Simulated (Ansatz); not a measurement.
`C[SiH2][NH][AlH2]` + `O[SiH2][SiH2]Cl` → `[AlH2][NH][SiH3]` + `CO[SiH2][SiH2]Cl`  (redistribution)

Calculated with Ansatz (gas phase, PBE0-D4/def2-TZVP geometries, no zero-point term in ΔE). CBS: MP2 limit from def2 TZ/QZ plus the TZ coupled-cluster correction, frozen cores. Functionals use def2-TZVPP. B3LYP here is the variant with VWN-RPA as its local correlation; programs differ in this. One conformer a species, not always the lowest.

CCSD(T)/CBS gives +1.05 eV.

Problem. Another level gave +0.95 eV. Which?
A. CCSD/def2-TZVPP
B. B3LYP/def2-TZVPP
C. HF/def2-TZVPP
D. PBE0/def2-TZVPP

Solution. B. B3LYP 0.95, PBE0 1.04, HF/def2-TZVPP 0.84, CCSD/def2-TZVPP 0.99 eV.

Largest T1 diagnostic among the species: 0.011.

In def2-TZVPP, CCSD(T) changes the Hartree–Fock value by +0.17 eV (the triples alone add +0.02 eV) and MP2 by +0.23 eV.
